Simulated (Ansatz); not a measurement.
Basis-set extrapolation for `[SiH3][Si]1(Cl)C=C1` (PBE0-D4/def2-TZVP geometry, frozen core, Ansatz 0.2.0). Multiplicity 1, RHF reference.

|  | def2-TZVPP | def2-QZVPP |
| --- | --- | --- |
| HF | -1116.057312 | -1116.091167 |
| MP2 correlation | -0.737439 | -0.795243 |
| CCSD(T) correlation | -0.831379 | not run |

Energies in hartree. Use E(X) = E(∞) + A·exp(−7.88·√X) for Hartree–Fock and E(X) = E(∞) + B·X^(−2.97) for correlation, with X = 3 and 4, and add CCSD(T) minus MP2 of the smaller set to the MP2 limit.

Task: What is the CCSD(T) energy at the basis-set limit?

Result: HF limit: -1116.091167 + (-0.033855) × 0.13774 = -1116.09583. MP2 limit: -0.795243 + (-0.057804) × 0.74074 = -0.83806. Higher-order term: -0.831379 − (-0.737439) = -0.09394. Total: -1117.02783 hartree, 87.3 kcal/mol below CCSD(T)/def2-TZVPP.
